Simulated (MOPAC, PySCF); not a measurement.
C$_{2}$H$_{2}$BN, SMILES `C#CN=B`, neutral singlet in the gas phase. 

Cartesian coordinates (Å):
```xyz
6

B      1.7276     0.3920    -0.6268
N      0.5729     0.1301    -0.2419
C     -0.6300    -0.1428     0.1592
C     -1.7473    -0.3963     0.5318
H      2.8078     0.6369    -0.9869
H     -2.7310    -0.6198     0.8600
```
Charge 0, multiplicity 1.

All levels are single points at this geometry (B3LYP-D3(BJ)/def2-TZVP); Pople sets use spherical d functions. Orbital energies aren't observables, and empty levels follow the basis.

B3LYP/3-21G in PySCF gives dipole (D) = 0.77.

Q: Estimate the dipole (D) from each of these levels: B3LYP-D3(BJ)/def2-TZVP in PySCF; PBE-D3(BJ)/def2-TZVP in PySCF; B3LYP/6-311+G** in PySCF; SVWN5/6-31G* in PySCF; HF/3-21G in PySCF; PM3 in MOPAC; PM6 in MOPAC; PM7 in MOPAC.

A: 
```csv
level,dipole (D)
B3LYP-D3(BJ)/def2-TZVP in PySCF,1.32
PBE-D3(BJ)/def2-TZVP in PySCF,1.07
B3LYP/6-311+G** in PySCF,1.33
SVWN5/6-31G* in PySCF,0.76
HF/3-21G in PySCF,1.56
PM3 in MOPAC,2.05
PM6 in MOPAC,1.44
PM7 in MOPAC,0.51
```
